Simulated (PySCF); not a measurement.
In(F)(OH)(NH2) (FH3InNO), SMILES [In]([F])([OH])[NH2]. Heavy atoms are numbered as in [In:1]([F:2])([OH:3])[NH2:5]. Hydrogens are named by the atom that carries them.

Coordinates come from a PBE0-D3(BJ)/def2-SVP optimisation. The def2 effective core potentials stand for the cores of In; spin–orbit coupling is left out. The values are those of a single conformer.

Calculation: PBE/def2-TZVPD (PySCF).

Mulliken values depend strongly on the basis, most of all with diffuse functions as here. ESP charges are fitted to the potential on shells at 1.4 to 2.0 van der Waals radii. Atomic charges (e), one atom of each kind:

```csv
atom,Mulliken,ESP fit
In1,1.02,1.00
F2,-0.55,-0.47
O3 (OH),-0.64,-0.68
H on O3,0.28,0.35
N5 (NH2),-0.52,-0.76
H on N5,0.20,0.28
```
